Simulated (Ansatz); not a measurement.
Mulliken charges of AlH$_{5}$N$_{2}$Si (`[NH2][Al]1[NH][SiH2]1`) from PBE/def2-TZVPP in Ansatz (PBE0-D4/def2-TZVP geometry).

| atom | x (Å) | y (Å) | z (Å) | charge (e) |
| --- | --- | --- | --- | --- |
| N1 | -0.544 | 1.930 | -1.185 | -0.395 |
| Al2 | -0.284 | 0.477 | -0.228 | 0.289 |
| N3 | 1.021 | -0.689 | 0.061 | -0.324 |
| Si4 | -0.217 | -1.383 | 1.110 | 0.186 |
| H5 | 0.137 | 2.354 | -1.793 | 0.147 |
| H6 | -1.403 | 2.456 | -1.198 | 0.151 |
| H7 | 1.961 | -1.008 | -0.114 | 0.109 |
| H8 | -0.686 | -2.758 | 0.760 | -0.081 |
| H9 | 0.102 | -1.426 | 2.570 | -0.081 |

Task: By hand: the dipole of these point charges (1 e Å = 4.8032 D).

Result: Σ q r = (-0.169, 0.287, -0.138) e Å, of length 0.361 e Å = 1.73 D.

Task: How does the dipole of the full density compare? (Best estimate.)

Result: Ansatz gave: (0.085, 0.383, -0.318) e Å, 2.43 D; the point charges give 0.71 times that, at 40° from its direction.

Point charges leave out the atoms' own dipoles, such as those of lone pairs, and Mulliken's split depends on the basis, so the two needn't agree.
